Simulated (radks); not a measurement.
All-electron atom: the dysprosium ion Dy3+ in [Kr] 4d10 4f9 5s1 5p6 5f1 (not the ground configuration).

Method: Dirac Kohn-Sham, LDA (Slater exchange, VWN5 correlation), spin-unpolarised, spherical densities, finite nucleus; open shells fill j = l - 1/2 first; Fermi nuclear charge, rms radius 5.2218 fm; computed with a radial shooting solver on a logarithmic mesh with Libxc functionals.

Energy parts (eV):
| part | energy |
|---|---|
| total | -330756.09 |
| kinetic | 362657.57 |
| electron-nucleus | -813155.42 |
| Hartree | 126679.40 |
| exchange-correlation | -6937.65 |

Orbitals (lengths in bohr, moments of r in powers of bohr):
\begin{tabular}{lrrrr}
orbital & occ. & eigenvalue (eV) & <r^4> & <r> \\ \hline
1s1/2 & 2 & -53583.78 & 9.944e-07 & 0.02113 \\
2s1/2 & 2 & -8955.075 & 0.0001557 & 0.08928 \\
2p1/2 & 2 & -8523.068 & 0.00009567 & 0.07440 \\
2p3/2 & 4 & -7723.806 & 0.0001280 & 0.08146 \\
3s1/2 & 2 & -2025.879 & 0.005984 & 0.2344 \\
3p1/2 & 2 & -1836.757 & 0.005398 & 0.2239 \\
3p3/2 & 4 & -1670.853 & 0.006709 & 0.2373 \\
3d3/2 & 4 & -1344.188 & 0.004779 & 0.2097 \\
3d5/2 & 6 & -1307.924 & 0.005111 & 0.2139 \\
4s1/2 & 2 & -434.2004 & 0.1466 & 0.5298 \\
4p1/2 & 2 & -359.5532 & 0.1653 & 0.5400 \\
4p3/2 & 4 & -322.2101 & 0.2058 & 0.5707 \\
4d3/2 & 4 & -198.8916 & 0.2879 & 0.6019 \\
4d5/2 & 6 & -192.1075 & 0.3090 & 0.6127 \\
4f5/2 & 6 & -44.7624 & 1.496 & 0.7827 \\
4f7/2 & 3 & -43.7964 & 1.584 & 0.7929 \\
5s1/2 & 1 & -86.8852 & 4.572 & 1.257 \\
5p1/2 & 2 & -65.4742 & 6.999 & 1.385 \\
5p3/2 & 4 & -59.9084 & 8.824 & 1.468 \\
5d3/2 & 0 & -31.2042 & 30.61 & 1.953 \\
5d5/2 & 0 & -30.6063 & 32.72 & 1.987 \\
5f5/2 & 1 & -11.9207 & 574.4 & 4.142 \\
5f7/2 & 0 & -11.8919 & 581.7 & 4.158 \\
6s1/2 & 0 & -27.0131 & 123.9 & 2.901 \\
\end{tabular}

The highest occupied level is 5f5/2 at -11.921 eV. The configuration is held as typed, so some empty levels lie below it. The electron density at the nucleus is 7.369e+05 e/bohr^3. The density falls to 0.001 e/bohr^3 at r = 4.45 bohr.
